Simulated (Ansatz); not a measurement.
Two isomers of CH3FOZn: A = `O[CH2][Zn][F]`, B = `C[O][Zn][F]`.

Computed with Ansatz on PBE0-D4/def2-TZVP structures; ΔE is electronic, products minus reactants. CCSD(T)/CBS is the MP2 limit (def2-TZVPP, def2-QZVPP) plus CCSD(T) − MP2 in def2-TZVPP, frozen cores. Functionals use def2-TZVPP. B3LYP here is the variant with VWN-RPA as its local correlation; programs differ in this. For Zn outer-core shells are correlated without core-valence functions, which leaves a few kJ/mol of doubt a bond. Scalar relativity is left out up to krypton. One conformer a species, not always the lowest.

Q: Which isomer does CCSD(T)/CBS put lower? Give the gap. (Best estimate.)

A: Computed: B, by 12.6 kcal/mol.

Q: Give E(B) − E(A) in kcal/mol with MP2/def2-TZVPP, LDA (SPW92), B3LYP, r2SCAN-D4, CCSD/def2-TZVPP, ωB97M-V, PBE-D4. (An estimate is asked.)

A: The calculation gave: MP2/def2-TZVPP -12.6, LDA (SPW92) -7.0, B3LYP -10.7, r2SCAN-D4 -10.6, CCSD/def2-TZVPP -13.2, ωB97M-V -10.4, PBE-D4 -8.0. None reverses the order clearly.

Largest T1 diagnostic: 0.017.

Leaving LDA and LC-ωPBE aside and taking each functional with its dispersion term where it has one, the values, not all of them listed here, spread over 4.8 kcal/mol, from BHLYP-D4 to PBE-D4. LDA lies +1.0 kcal/mol from PBE without D4. At CCSD(T), def2-SVP lies −3.1 kcal/mol from the extrapolated value and def2-TZVPP +0.0 kcal/mol.
